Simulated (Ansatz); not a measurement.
```yaml
crystal:
  periodic: [false, false, false]
  atoms:
    - {symbol: Tm, position_ang: [0.003090, 0.002371, 0.002106]}
    - {symbol: N, position_ang: [0.029164, 0.024031, 2.483881]}
    - {symbol: H, position_ang: [0.877654, 0.434022, 2.918203]}
    - {symbol: H, position_ang: [-0.037656, -0.904713, 2.942729]}
    - {symbol: H, position_ang: [-0.739098, 0.556697, 2.934677]}
    - {symbol: N, position_ang: [-0.050607, -0.021159, -2.479551]}
    - {symbol: H, position_ang: [-0.878784, -0.481933, -2.902808]}
    - {symbol: H, position_ang: [0.742704, -0.505674, -2.941659]}
    - {symbol: H, position_ang: [-0.046272, 0.909700, -2.939555]}
    - {symbol: N, position_ang: [2.464221, -0.018126, 0.043824]}
    - {symbol: H, position_ang: [2.911986, 0.917978, 0.021947]}
    - {symbol: H, position_ang: [2.913011, -0.514936, -0.749586]}
    - {symbol: H, position_ang: [2.887835, -0.466159, 0.878436]}
    - {symbol: N, position_ang: [-2.458231, 0.014575, -0.062918]}
    - {symbol: H, position_ang: [-2.876013, 0.580650, -0.825828]}
    - {symbol: H, position_ang: [-2.924083, 0.379920, 0.790758]}
    - {symbol: H, position_ang: [-2.895639, -0.917854, -0.191850]}
    - {symbol: N, position_ang: [0.017717, 2.461017, 0.019818]}
    - {symbol: H, position_ang: [0.304597, 2.885479, 0.922296]}
    - {symbol: H, position_ang: [-0.899016, 2.907387, -0.174045]}
    - {symbol: H, position_ang: [0.651214, 2.909224, -0.669651]}
    - {symbol: N, position_ang: [-0.000129, -2.458146, -0.002827]}
    - {symbol: H, position_ang: [-0.219870, -2.889977, -0.920690]}
    - {symbol: H, position_ang: [-0.679713, -2.904878, 0.642544]}
    - {symbol: H, position_ang: [0.901927, -2.899526, 0.259770]}
basis:
  gaussian: {orbitals: def2-TZVP, initial_orbitals: start.molden}
total_charge: 3
magnetization: {spin_polarized: true, initial_magnetization: 2}
hamiltonian: {xc: {name: CAM-B3LYP}, dispersion: d4}
scf: {omitted_lower_state_checks: [starts]}
output: {forces: true, orbitals: {seedname: orbitals}}
```

The file start.molden holds the orbitals of an earlier run on this structure, at another level or in another basis.

```sh
$ ansatz run in.yaml --threads 4 --pin off --events-out ev --progress --plain --max-ram 6963MiB
```

Q: Does this run fit into the memory that it is given?

A: No. It has 390 basis functions, and Ansatz plans for 6.90 GiB where 6.79 GiB are given.
